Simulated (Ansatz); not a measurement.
A made-up structure of InHSeO, singlet:

```xyz
4
angstrom
O 0.3092 -1.2933 0.6175
Se 1.4791 0.1001 1.2198
In -0.3142 0.3653 -0.3657
H 2.5360 0.4973 2.2223
```

It is relaxed with PBE-D4/def2-SVP and then PBE0-D4/def2-TZVP (Ansatz 0.2.0). Atoms count as bonded within 1.22 times the sum of their covalent radii (H–H: 0.88 Å). The end point is not checked to be a true minimum.

Q: Does its bonding change? (Judge from chemistry; the calculation decides.)

A: By the calculation: No: no bond forms or breaks.

Where it ends: The first stage lowers the energy by 2.97 eV in 9 steps. It ends as InHSeO ([O]1[SeH][In]1):
```
atom    x (Å)    y (Å)    z (Å)
  O1   0.6031  -1.0702   0.7316
 Se2   2.1053  -0.1306   0.8981
 In3  -0.5850   0.4227  -0.1835
  H4   1.8866   0.4475   2.2477
```

Labels in which every atom is bracketed show which atoms are joined, not bond orders.

For scale, one of the runs: PBE0-D4/def2-TZVP relaxation, 135 basis functions, launched by `ansatz run in.yaml --threads 2 --pin off --events-out ev --progress --plain --max-ram 4352MiB`. Hardware: 2 CPU threads of an Arm Neoverse V1, shared host. Wall time about 22 s.
